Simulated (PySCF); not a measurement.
**Electron correlation in Mg (magnesium, neutral)**

[Ne] 3s1 4s1, high-spin 3S determinant (an excited configuration). Calculation: PySCF 2.14, in x2c-TZVPPall with one added diffuse shell each of s, p, d type (6s5p4d, 41 functions); the spin-free X2C one-electron Hamiltonian (Gaussian nucleus). Frozen: 1s2; 10 electrons correlated.

```json
{"level": "CCSD", "correlation energy (mhartree)": "-171.60"}
{"level": "(T)", "correlation energy (mhartree)": "-1.28"}
{"level": "CCSD(T)", "correlation energy (mhartree)": "-172.88"}
```

Diagnostics: T1 = 0.0076, D1 = 0.0306, largest double amplitude 0.063.

The outer electron is Rydberg-like, and this basis confines it to a smaller radius and binds it less than a complete one would.

Cost of the coupled-cluster step: of the order of 1.7 core-seconds, for 10 correlated electrons.

This basis was not built for core-valence correlation, so the inner-shell part is incomplete.
